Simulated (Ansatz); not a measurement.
```tsv
atom	x (Å)	y (Å)	z (Å)
C	0.0000	0.0000	0.0000
O	0.0000	0.0000	2.8250
```

Basis set: pcseg-2 (spherical functions). Charge 0, multiplicity 1.

Computed with Ansatz (development build ahead of 0.2.0); each method stands on the lowest determinant of its kind that the runs found. Restricted functionals stand beside restricted open-shell atoms, which can lie above the unrestricted atoms usual in DFT and then raise those values.

(1) Give the atomization energy at this shape (free ground-state atoms in the same class of orbitals less the molecule, no zero-point energy) of singlet CO by PBE0 (unrestricted), PBE0 (restricted), UHF.

Results:

(1)

```csv
method,atomization energy
PBE0 (unrestricted),0.20 eV
PBE0 (restricted),-3.52 eV
UHF,0.03 eV
```

Caution: the shape is not the minimum. Caution for PBE0 (unrestricted), PBE0 (restricted): charge can spread falsely over distant fragments. Caution for PBE0 (unrestricted), UHF: the unrestricted determinant is a mixture of spin states. Caution for PBE0 (restricted): an unrestricted determinant lies well below; the molecule lies well above its atoms at this level.
